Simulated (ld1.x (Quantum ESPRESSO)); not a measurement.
# u(r) = r·R(r): atom against pseudo-atom (lithium (Li))

Columns: radius, all-electron u(r) and pseudo u(r) of the 2p shell (level -4.75 eV) of lithium in the configuration 1s2 2s0 2p0; PBE, non-relativistic, TM scheme, ld1.x (Quantum ESPRESSO) 7.5.

```csv
r (bohr),all-electron,pseudo
0.143,0.0153,0.0078
0.285,0.0504,0.0303
0.428,0.0958,0.0662
0.570,0.1453,0.1123
0.713,0.1960,0.1659
0.855,0.2452,0.2225
0.998,0.2922,0.2791
1.140,0.3353,0.3316
1.283,0.3746,0.3784
1.425,0.4090,0.4175
1.568,0.4386,0.4489
1.710,0.4629,0.4728
1.853,0.4826,0.4905
1.995,0.4975,0.5029
2.138,0.5082,0.5113
2.280,0.5152,0.5166
2.423,0.5187,0.5192
2.565,0.5194,0.5194
2.708,0.5174,0.5174
2.850,0.5132,0.5132
2.992,0.5071,0.5071
3.135,0.4994,0.4994
3.278,0.4903,0.4903
3.420,0.4801,0.4801
3.563,0.4688,0.4688
3.705,0.4569,0.4569
```

Problem. How many radial nodes do the two functions have?

Solution. The all-electron 2p function has n − l − 1 = 0; the pseudo-wave has 0.

Problem. At about which radius was the pseudo-wave matched?

Solution. 2.85 bohr. The columns agree to 0.0005 from 2.42 bohr on; several derivatives are matched, so the curves merge somewhat inside the radius.

Problem. Is the pseudo-wave norm-conserving?

Solution. Yes: the TM scheme keeps the norm inside the radius equal to the all-electron one, which fixes the energy derivative of the logarithmic derivative at the level.
